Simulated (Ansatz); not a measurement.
CH7FSSi2 can be A, `C[SiH2]S[SiH2]F`, or B, `FC([SiH3])[SiH2]S`.

Program: Ansatz. Geometries: PBE0-D4/def2-TZVP. ΔE: electronic, gas phase. CCSD(T)/CBS is the MP2 limit (def2-TZVPP, def2-QZVPP) plus CCSD(T) − MP2 in def2-TZVPP, frozen cores. Functionals use def2-TZVPP. B3LYP here is the variant with VWN-RPA as its local correlation; programs differ in this. Each species was taken in one conformer, which may not be the lowest.

A:

Z-matrix (Å, degrees):
```
C
Si 1 1.860
H 1 1.092 2 110.6
H 1 1.093 2 110.3 3 120.1
H 1 1.092 2 110.4 3 -119.9
S 2 2.156 1 111.5 3 58.5
H 2 1.485 1 111.6 3 -58.5
H 2 1.487 1 110.9 3 179.1
Si 6 2.109 2 98.6 1 81.3
F 9 1.602 6 111.2 2 -63.4
H 9 1.479 6 107.2 2 178.5
H 9 1.480 6 111.6 2 54.8
```

B:

Z-matrix (Å, degrees):
```
C
Si 1 1.896
Si 1 1.892 2 115.0
F 1 1.410 2 108.9 3 -121.2
H 1 1.098 2 109.0 3 121.9
H 2 1.484 1 109.9 3 57.6
H 2 1.487 1 107.6 3 -61.7
H 2 1.485 1 110.0 3 178.6
S 3 2.132 1 110.9 2 -179.5
H 3 1.485 1 108.5 2 -56.5
H 3 1.484 1 109.2 2 63.8
H 9 1.345 3 93.3 1 56.5
```

**Question.** Which isomer does CCSD(T)/CBS put lower? Give the gap. (Estimate.)

**Answer.** Ansatz gave: A, by 80.1 kcal/mol.

**Question.** Give E(B) − E(A) in kcal/mol with r2SCAN-D4, CCSD/def2-TZVPP, PBE-D4, CCSD(T)/def2-TZVPP, PBE0-D4, B2PLYP, B3LYP-D4. (Estimate.)

**Answer.** Computed: r2SCAN-D4 78.9, CCSD/def2-TZVPP 78.7, PBE-D4 74.9, CCSD(T)/def2-TZVPP 78.4, PBE0-D4 77.5, B2PLYP 78.9, B3LYP-D4 77.0. None reverses the order clearly.

Largest T1 diagnostic: 0.012.

From PBE to PBE0 (25 % exact exchange), in def2-TZVPP and without D4, E(B) − E(A) moves by +2.7 kcal/mol.
